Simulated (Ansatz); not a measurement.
Consider the formal exchange of groups at the Si–O bond: `C=C(O)[SiH2]O` + `C=O` → `C=C(O)[SiH2]C=O` + H₂O.

Isolated molecules relaxed with PBE0-D4/def2-TZVP in Ansatz; ΔE leaves out vibrations. CCSD(T)/CBS adds triple-zeta CCSD(T) − MP2 to the extrapolated MP2 energy (def2 sets, frozen cores). This one scheme is used for every species. Functionals use def2-TZVPP. B3LYP here is the variant with VWN-RPA as its local correlation; programs differ in this. HSE06 is defined as in plane-wave codes. Each species was taken in one conformer, which may not be the lowest.

```json
{"level": "PBE-D4", "ΔE (kJ/mol)": "95.0", "difference from CCSD(T)/CBS": "-14.0"}
{"level": "PBE0-D4", "ΔE (kJ/mol)": "102.5", "difference from CCSD(T)/CBS": "-6.5"}
{"level": "B3LYP-D4", "ΔE (kJ/mol)": "109.6", "difference from CCSD(T)/CBS": "0.6"}
{"level": "r2SCAN0-D4", "ΔE (kJ/mol)": "112.4", "difference from CCSD(T)/CBS": "3.4"}
{"level": "HSE06-D4", "ΔE (kJ/mol)": "102.3", "difference from CCSD(T)/CBS": "-6.7"}
{"level": "CAM-B3LYP-D4", "ΔE (kJ/mol)": "115.4", "difference from CCSD(T)/CBS": "6.4"}
{"level": "PBE", "ΔE (kJ/mol)": "97.0", "difference from CCSD(T)/CBS": "-12.0"}
{"level": "r2SCAN", "ΔE (kJ/mol)": "109.2", "difference from CCSD(T)/CBS": "0.2"}
{"level": "LC-ωPBE", "ΔE (kJ/mol)": "110.4", "difference from CCSD(T)/CBS": "1.4"}
{"level": "RPA@PBE/def2-TZVPP", "ΔE (kJ/mol)": "112.7", "difference from CCSD(T)/CBS": "3.7"}
{"level": "CCSD(T)/CBS", "ΔE (kJ/mol)": "109.0", "difference from CCSD(T)/CBS": "0"}
```

(1) What do rigid-rotor, harmonic-oscillator terms from PBE0-D4/def2-TZVP frequencies (298.15 K, 1 bar) make of the CCSD(T)/CBS value? (Best estimate.)

Largest T1 diagnostic among the species: 0.015.

## Answers

(1) The calculation gave: ΔZPE = -3.8 kJ/mol, ΔH = +108.0 kJ/mol, ΔS = 4 J/(mol·K), ΔG = +106.7 kJ/mol. Modes under 50 cm⁻¹ make the entropy rough.

In def2-TZVPP, CCSD(T) changes the Hartree–Fock value by −20.1 kJ/mol (the triples alone add −3.4 kJ/mol) and MP2 by −16.4 kJ/mol. The D4 term adds −3.2 kJ/mol with B3LYP and −1.9 kJ/mol with PBE0; it sums over pairs of atoms, weighted by their polarisabilities, and B3LYP, whose exchange is more repulsive, gets the larger term. From r2SCAN to r2SCAN0 (25 % exact exchange), in def2-TZVPP and without D4, ΔE moves by +4.0 kJ/mol.
